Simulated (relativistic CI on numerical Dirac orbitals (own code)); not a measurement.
# Dy²⁺: N4,5 absorption edge

Computed with this model: Dirac-Coulomb-Breit CI, orbitals from a KLI potential per configuration, QED by a radiative potential, valence Slater integrals scaled by 0.7, multiplet model of core-to-valence dipole absorption; configurations [Xe] 4f10 → [Kr] 4d9 4f11 5s2 5p6; 300 K; Lorentzian 0.5 eV and Gaussian 0.2 eV FWHM. Energies are those of the free ion, without screening or charge transfer. The branching ratio is the share of the lower-energy edge in the whole absorption, uncertain by about 0.02 where the edges overlap. S is read from ⟨S²⟩ = S(S + 1).

free ion: ground-state S = 1.93, centroid 161.44 eV. Peaks (eV, height): 152.7 (14), 153.4 (14), 155.3 (12), 156.3 (7), 157.9 (10), 159.2 (58), 160.5 (23), 161.5 (49), 162.5 (19), 162.9 (21), 165.3 (100).

Strongest unbroadened transitions for free ion:

```
Energy (eV)  Relative strength
     152.66               12.2
     153.45               11.0
     155.26               11.3
     156.34                4.2
     157.86                6.2
     159.17               43.2
     159.56               35.4
     160.54               14.1
     161.11                3.9
     161.46               18.5
     161.59               28.0
     162.45                9.2
     162.91               14.3
     164.83                1.8
     165.33              100.0
     166.29                7.0
     166.56                4.9
     166.85                1.8
```
